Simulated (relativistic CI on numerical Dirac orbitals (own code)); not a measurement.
## L2,3 absorption of copper in several valence states

Computed multiplet spectra 2p⁶3dⁿ → 2p⁵3dⁿ⁺¹ (Dirac-Coulomb-Breit ions, Slater integrals scaled by 0.8, an assumed crystal field that grows with the charge, no charge transfer; 300 K; Lorentzian 0.4 eV and Gaussian 0.3 eV FWHM at both edges, so that L2 comes out sharper than in experiment). Peaks over 5 % are given in eV from the highest peak in the L3 region of each spectrum (height, largest 100). S of the lowest state is read from ⟨S²⟩, and the branching ratio is the share of L3, cut at the minimum between the edges.

Field parameters in Wybourne normalisation: Oh B⁴₀ = 21Dq, B⁴₄ = √(5/14) B⁴₀. The field is a parameter set, without covalency.

- Cu²⁺ (d9, Oh, 10Dq = 15500 cm⁻¹): S = 0.50, branching ratio 0.72; peaks 0.0 (100), 20.1 (38)
- Cu³⁺ (d8, Oh, 10Dq = 20000 cm⁻¹): S = 1.00, branching ratio 0.73; peaks 0.0 (100), 2.5 (19), 20.3 (25), 21.6 (24)
- Cu⁴⁺ (d7, Oh, 10Dq = 24550 cm⁻¹): S = 0.83, low spin, branching ratio 0.80; peaks -5.1 (13), -3.8 (79), -1.8 (85), -1.5 (90), 0.0 (100), 2.8 (11), 3.7 (12), 16.8 (12), 19.0 (36), 20.1 (29), 21.7 (14), 22.8 (9)

The centroid of the whole edge, which also moves with the branching ratio, lies at 937.8 (Cu²⁺), 941.4 (Cu³⁺), 943.0 (Cu⁴⁺) eV in this ionic model, in steps of 1.6 to 3.6 eV. Compounds show about 1 to 2 eV a unit and lower energies for the high valences, since ligands screen the charge. The multiplet shape follows the d count and the spin state, and so serves as a fingerprint of valence. Cu⁴⁺ lies at a spin crossover.
